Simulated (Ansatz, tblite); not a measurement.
Isomers of K3Na⁺ (doublet), found by a short tight-binding search and relaxed with PBE0/def2-TZVP in Ansatz.

The xTB rows come from tblite. Correlated methods freeze 16 core orbitals; core or outer-core shells of Na, K are correlated, in sets that lack core-valence functions.

Run but left out: HF/def2-TZVPP, MP2/def2-TZVPP (A: ⟨S²⟩ 1.08, where a pure state has 0.75).

A: At r2SCAN/def2-TZVP, CCSD(T)/def2-TZVPP the charge 1 doublet is spin-contaminated (final ⟨S²⟩ up to 1.08, 0.75 for a pure state). B: At r2SCAN/def2-TZVP, CCSD(T)/def2-TZVPP the charge 1 doublet is spin-contaminated (final ⟨S²⟩ up to 1.08, 0.75 for a pure state).

Other spin states were run for one of them alone.

A:

```xyz
4

Na   -0.290   -0.415    0.452
K     3.239    0.611   -1.106
K    -0.541    2.522   -2.214
K    -2.407   -2.717    2.867
```

B:

```xyz
4

Na    0.669   -1.067    0.092
K    -1.275    2.119    0.061
K     3.216    2.155   -0.713
K    -2.610   -3.207    0.560
```

Task: Estimate their order by electronic energy at CAM-B3LYP/def2-TZVP, counted from the lowest.

Result: A (0.00) < B (0.01), in eV. Gaps under about 2 kJ/mol are ties within the noise of geometry and basis.

Task: Do the other levels pick the same lowest one?

Result: Not GFN1-xTB, LDA (SPW92)/def2-TZVP, PBE/def2-TZVP, r2SCAN/def2-TZVP, PBE0/def2-TZVP. Energies above each level's lowest (eV):

```tsv
level	A	B
GFN1-xTB	0.35	0.00
GFN2-xTB	0.00	0.03
LDA (SPW92)/def2-TZVP	0.01	0.00
PBE/def2-TZVP	0.01	0.00
r2SCAN/def2-TZVP	0.01	0.00
PBE0/def2-TZVP	0.01	0.00
CAM-B3LYP/def2-TZVP	0.00	0.01
CCSD/def2-TZVPP	0.00	0.01
CCSD(T)/def2-TZVPP	0.00	0.00
```
Point groups (tolerance 0.1 Å): A Cs, B not assigned. A and B have the same bonds, so they are conformers or stereoisomers. Lower isomers may exist.
